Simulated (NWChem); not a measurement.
The numbers come from NWChem runs, not from measurements. System: boron oxyfluoride (BFO), charge 0, spin multiplicity 1, at a geometry optimised with PBE0/def2-SVP. Level: MP2/cc-pVDZ, 3 core orbitals frozen.

The NWChem input:

```
start mol
memory heap 200 mb stack 900 mb global 1100 mb
geometry units angstroms nocenter noautoz
  F      0.000000     0.000000    -1.196212
  B      0.000000     0.000000     0.086519
  O      0.000000     0.000000     1.291664
  symmetry group C2v
end
basis spherical
  * library cc-pvdz
end
scf
  rhf
  nopen 0
  maxiter 100
  thresh 1e-7
  semidirect memsize 60000000 filesize 0
end
mp2
  freeze core 3
end
task mp2 energy
```

NWChem printed:

```
             Northwest Computational Chemistry Package (NWChem) 7.3.0
             --------------------------------------------------------

                                NWChem Input Module
                                -------------------

 Scaling coordinates for geometry "geometry" by  1.889725989
 (inverse scale =  0.529177249)

 Turning off AUTOSYM since
 SYMMETRY directive was detected!

                             Geometry "geometry" -> ""
                             -------------------------

 Output coordinates in angstroms (scale by  1.889725989 to convert to a.u.)

  No.       Tag          Charge          X              Y              Z
 ---- ---------------- ---------- -------------- -------------- --------------
    1 F                    9.0000     0.00000000     0.00000000    -1.19621200
    2 B                    5.0000     0.00000000     0.00000000     0.08651900
    3 O                    8.0000     0.00000000     0.00000000     1.29166400

 Effective nuclear repulsion energy (a.u.)      51.4427896179

            Nuclear Dipole moment (a.u.)
            ----------------------------
        X                 Y               Z
 ---------------- ---------------- ----------------
     0.0000000000     0.0000000000    -0.0000018897

      Symmetry information
      --------------------

 Group name             C2v
 Group number             16
 Group order               4
 No. of unique centers     3

      Symmetry unique atoms

     1    2    3


 Summary of "ao basis" -> "" (spherical)
 ------------------------------------------------------------------------------
       Tag                 Description            Shells   Functions and Types
 ---------------- ------------------------------  ------  ---------------------
 *                          cc-pvdz                   on all atoms

 Summary of "ao basis" -> "ao basis" (spherical)
 ------------------------------------------------------------------------------
       Tag                 Description            Shells   Functions and Types
 ---------------- ------------------------------  ------  ---------------------
 F                          cc-pvdz                  6       14   3s2p1d
 B                          cc-pvdz                  6       14   3s2p1d
 O                          cc-pvdz                  6       14   3s2p1d

                                 NWChem SCF Module
                                 -----------------

  ao basis        = "ao basis"
  functions       =    42
  atoms           =     3
  closed shells   =    11
  open shells     =     0
  charge          =   0.00
  wavefunction    = RHF
  use symmetry    = T
  symmetry adapt  = T

 Summary of "ao basis" -> "ao basis" (spherical)
 ------------------------------------------------------------------------------
       Tag                 Description            Shells   Functions and Types
 ---------------- ------------------------------  ------  ---------------------
 F                          cc-pvdz                  6       14   3s2p1d
 B                          cc-pvdz                  6       14   3s2p1d
 O                          cc-pvdz                  6       14   3s2p1d

      Symmetry analysis of basis
      --------------------------

        a1         21
        a2          3
        b1          9
        b2          9

 Forming initial guess at       0.0s

      Superposition of Atomic Density Guess
      -------------------------------------

 Sum of atomic energies:        -198.68048399
[...]
    33      0.552500  3 O  py                36      0.376161  3 O  py
    19      0.253735  2 B  py

 Vector   12  Occ=0.000000D+00  E= 1.470886D-01  Symmetry=a1
              MO Center= -9.1D-18, -1.4D-17, -1.2D-01, r^2= 2.9D+00
   Bfn.  Coefficient  Atom+Function         Bfn.  Coefficient  Atom+Function
  ----- ------------  ---------------      ----- ------------  ---------------
    17      1.631087  2 B  s                  3     -0.688086  1 F  s
    31     -0.659676  3 O  s                  9     -0.299641  1 F  pz
    37      0.291915  3 O  pz                34      0.167947  3 O  pz
     6     -0.165863  1 F  pz

 Vector   13  Occ=0.000000D+00  E= 1.948726D-01  Symmetry=b1
              MO Center=  1.0D-16,  5.5D-32,  1.2D-01, r^2= 3.1D+00
   Bfn.  Coefficient  Atom+Function         Bfn.  Coefficient  Atom+Function
  ----- ------------  ---------------      ----- ------------  ---------------
    21      0.949147  2 B  px                35     -0.434946  3 O  px
    18      0.309162  2 B  px                32     -0.286296  3 O  px
     7     -0.257139  1 F  px                 4     -0.204118  1 F  px

 Vector   14  Occ=0.000000D+00  E= 1.948726D-01  Symmetry=b2
              MO Center= -7.3D-32,  4.7D-17,  1.2D-01, r^2= 3.1D+00
   Bfn.  Coefficient  Atom+Function         Bfn.  Coefficient  Atom+Function
  ----- ------------  ---------------      ----- ------------  ---------------
    22      0.949147  2 B  py                36     -0.434946  3 O  py
    19      0.309162  2 B  py                33     -0.286296  3 O  py
     8     -0.257139  1 F  py                 5     -0.204118  1 F  py

 center of mass
 --------------
 x =   0.00000000 y =   0.00000000 z =  -0.04574315

 moments of inertia (a.u.)
 ------------------
         192.575171696631           0.000000000000           0.000000000000
           0.000000000000         192.575171696631           0.000000000000
           0.000000000000           0.000000000000           0.000000000000

  Mulliken analysis of the total density
  --------------------------------------

    Atom       Charge   Shell Charges
 -----------   ------   -------------------------------------------------------
    1 F    9     9.14   2.00  0.90  0.94  3.35  1.94  0.01
    2 B    5     4.64   2.01  0.55  0.12  1.43  0.23  0.31
    3 O    8     8.22   2.00  0.85  0.82  2.78  1.74  0.02

       Multipole analysis of the density wrt the origin
       ------------------------------------------------

     L   x y z        total         open         nuclear
     -   - - -        -----         ----         -------
     0   0 0 0     -0.000000      0.000000     22.000000

     1   1 0 0      0.000000      0.000000      0.000000
     1   0 1 0      0.000000      0.000000      0.000000
     1   0 0 1     -0.867973      0.000000     -0.000002

     2   2 0 0    -10.388370      0.000000      0.000000
     2   1 1 0      0.000000      0.000000      0.000000
     2   1 0 1     -0.000000      0.000000      0.000000
     2   0 2 0    -10.388370      0.000000      0.000000
     2   0 1 1      0.000000      0.000000      0.000000
     2   0 0 2    -15.053834      0.000000     93.786516

                   NWChem MP2 Semi-direct Energy/Gradient Module
                   ---------------------------------------------

  Basis functions       =     42
  Molecular orbitals    =     42
  Frozen core           =      3
  Frozen virtuals       =      0
  Active alpha occupied =      8
  Active beta occupied  =      8
  Active alpha virtual  =     31
  Active beta virtual   =     31
  Use MO symmetry       = T
  Use skeleton AO sym   = T

  AO/Fock/Back tols     =   1.0D-09  1.0D-09  1.0D-09

 GA uses MA = F    GA memory limited = T

 Available:
  local mem=  1.26D+08
 global mem=  1.44D+08
 local disk=  0.00D+00
  mp2_memr nvloc                    31
  nvloc new                    31
   1 passes of   8:        3145728                       9922                    764487.
   1 passes of   8: M    126154577           G      144175672           F     123008849.

 Semi-direct pass number   1 of   1  for RHF alpha+beta  at        0.2s
  vrange nnbf                   903
  mp2_eaftype                    10  avail_ma_in_mb                  1099
 EAF : mp2_eaftype filesize          10     382243.
  mp2_eaf for mointskh                     10
Node 0 wrote      1.8 Mb in      0.0 s     Agg I/O rate:  1676.9 Mb/s
 Done moints_semi at        0.4s
  mp2_eaftype                    10  avail_ma_in_mb                  1089
 EAF : mp2_eaftype filesize          10     382243.
  mp2_eaf for kh                    10
 Done maket at        0.4s
 Done multipass loop at        0.4s

          -------------------------------------------
          SCF energy                -199.082885101856
          Correlation energy          -0.446725868386
          Singlet pairs               -0.261772893169
          Triplet pairs               -0.184952975217
          Total MP2 energy          -199.529610970242
          -------------------------------------------

          ---------------------------------------------------
                    Spin Component Scaled (SCS) MP2
          Same spin pairs                     -0.123301983478
          Same spin scaling factor             0.333333333333
          Opposite spin pairs                 -0.323423884908
          Opposite spin scaling fact.          1.200000000000
          SCS-MP2 correlation energy          -0.429209323049
          Total SCS-MP2 energy              -199.512094424905
          ---------------------------------------------------

 -----------------------
 Performance information
 -----------------------

 Timer overhead =  1.28D-07 seconds/call

               Nr. of calls         CPU time (s)                 Wall time (s)                GFlops
             ---------------    -------------------     ------------------------------   -------------------
Name         Min   Avg   Max    Min     Avg     Max     Min     Avg     Max   Mx/calls   Min     Max     Sum
mp2: moin     1     1     1   0.22    0.22    0.22     0.22    0.22    0.22    0.22      0.0     0.0     0.0
mp2: make     1     1     1   8.64E-3 8.64E-3 8.64E-3  8.64E-3 8.64E-3 8.64E-3 8.64E-3   0.0     0.0     0.0
mp2: tota     1     1     1   0.24    0.24    0.24     0.24    0.24    0.24    0.24      0.0     0.0     0.0

 The average no. of pstat calls per process was 3.00D+00
 with a timing overhead of 3.85D-07s

 Task  times  cpu:        0.4s     wall:        0.4s

 Total times  cpu:        0.4s     wall:        0.4s
```
